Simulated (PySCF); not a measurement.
Species: C3H10AlAs.
Atom-mapped SMILES: `[CH2:1]=[C:2]([CH3:3])[AlH2-:4][AsH3+:5]` (hydrogens: H6, H7 on C1; H8, H9, H10 on C3; H11, H12 on Al4; H13, H14, H15 on As5)

Computed, not measured: core-valence-separated Tamm–Dancoff BHandHLYP/aug-pcX-1 (pcseg-1 on H, def2-SVPD on Al, def2-SVPD on As) in PySCF, non-relativistic, gas phase, PBE0-D3(BJ)/def2-SVP geometry. No empirical shift is added; at this level the pattern usually sits a few eV under experiment.

(1) List the carbon K-edge absorption lines.

## Answers

(1) 
```tsv
E (eV)	f	core hole on	main final orbital	polarisation
282.09	0.0577	C2	LUMO+1 (40 %)	normal to the local trigonal plane
282.38	0.0588	C1	LUMO+1 (52 %)	normal to the local trigonal plane
285.14	0.0118	C2	LUMO+3 (48 %)	in the local trigonal plane
285.24	0.0062	C3	LUMO+1 (32 %)	–
285.28	0.0024	C3	LUMO+1 (42 %)	–
285.36	0.0049	C2	LUMO (63 %)	mixed
285.52	0.0078	C1	spread	in the local trigonal plane
285.81	0.0136	C3	spread	–
285.81	0.0093	C2	spread	normal to the local trigonal plane
285.89	0.0001	C2	LUMO+2 (80 %)	–
286.03	0.0086	C1	LUMO (40 %)	in the local trigonal plane
286.10	0.0254	C3	spread	–
286.15	0.0141	C1	spread	in the local trigonal plane
286.39	0.0040	C2	LUMO+5 (40 %)	in the local trigonal plane
286.42	0.0075	C3	spread	–
```

The first line with a tenth or more of the strongest one's intensity is at 282.09 eV (f = 0.058), with the hole on C2 (fully substituted alkene carbon), polarised normal to the local trigonal plane: a 1s→π* resonance. The strongest listed is at 282.38 eV (f = 0.059; C1, 1s→π*).

Roots within 0.03 eV whose holes lie on the same, on equivalent or on shared atoms are summed into one line, and the highest roots are left out, as the search may have cut off their partners. Final orbitals are the ground state's empty Kohn–Sham orbitals. A dash: too weak, shared between unlike atoms, or no plane or axis to refer to.

Task: What are the wavelength and the wavenumber of the 285.81 eV line?

Result: λ = 12398.42 eV Å/285.81 eV = 43.380 Å; 2.3052 × 10⁶ cm⁻¹.

Only the lowest roots of each edge were sought. Relativistic effects, spin–orbit coupling among them, are left out although an element past zinc is present.

Hardware: Intel Xeon Platinum 8488C, one thread, no GPU, on a shared host. Cost: 15 s wall, 0.78 GiB resident at most.

Shape of the structure used: `[CH2:1]=[C:2]([CH3:3])[AlH2-:4][AsH3+:5]`: C1–C2–Al4–As5 95°.

One conformer stands for the species.
